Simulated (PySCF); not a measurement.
## UHF on Co (cobalt, neutral)

Configuration: [Ar] 3d6 4s2 5s1, high-spin 6D determinant (an excited configuration). All numbers are calculated (PySCF 2.14, the non-relativistic Hamiltonian (point nucleus), in aug-cc-pVDZ (7s6p4d2f, 59 functions)).

* Total energy: -1381.103352 hartree
* One-electron energy: -1902.2312 hartree
* Hartree (Coulomb) energy: 578.8024 hartree
* Exchange energy: -57.6745 hartree
* Kinetic energy: 1381.32838 hartree
* ⟨S²⟩: 8.7567
* ⟨L²⟩: 6.015
* Sum of ⟨r⟩: 27.38 bohr
* Sum of ⟨r²⟩: 100.4 bohr²
* Traceless quadrupole moment −½Σ⟨3z² − r²⟩ along its main axis: 0.154 e·bohr²
* Density at the nucleus (Gaussians lack the cusp): 13300 bohr⁻³
* Spin density at the nucleus: 1.99 bohr⁻³
* Langevin diamagnetic susceptibility: -79.5 ×10⁻⁶ cm³/mol

| shell | electrons | mean orbital energy (eV) | spread (eV) | rms radius, mean of both spins (bohr) |
| --- | --- | --- | --- | --- |
| 1s α | 1 | -7715.0 | 0 | 0.0659 |
| 1s β | 1 | -7714.8 | 0 | 0.0659 |
| 2s α | 1 | -964.09 | 0 | 0.279 |
| 2s β | 1 | -959.89 | 0 | 0.279 |
| 2p α | 3 | -834.69 | 1.134 | 0.250 |
| 2p β | 3 | -830.58 | 0.014 | 0.250 |
| 3s α | 1 | -140.84 | 0 | 0.833 |
| 3s β | 1 | -130.24 | 0 | 0.833 |
| 3p α | 3 | -100.05 | 2.283 | 0.883 |
| 3p β | 3 | -87.332 | 1.549 | 0.883 |
| 3d α | 5 | -32.644 | 2.680 | 1.06 |
| 3d β | 1 | -26.450 | 0 | 1.06 |
| 4s α | 1 | -13.642 | 0 | 2.81 |
| 4s β | 1 | -12.438 | 0 | 2.81 |
| 5s α | 1 | -2.560 | 0 | 8.44 |

The outer electron is Rydberg-like, and this basis confines it to a smaller radius and binds it less than a complete one would.

Spin-orbit constants ζ (cm⁻¹) from the X2C one-electron operator on these orbitals (non-relativistic here): bare nucleus, nucleus screened by l(l+1)(2l+1)/3 electrons, and screened by the Breit-Pauli mean field of the electrons.

```
shell   bare  screened nucleus  mean field
   2p  80140             74200       71420
   3p  10040              9293        8881
   3d   1072             674.8       616.8
```

To first order the Landé constant is A = -123.4 cm⁻¹, so the lowest level has J = 9/2 and lies 0.0765 eV below the centre of the term. This holds in LS coupling only.
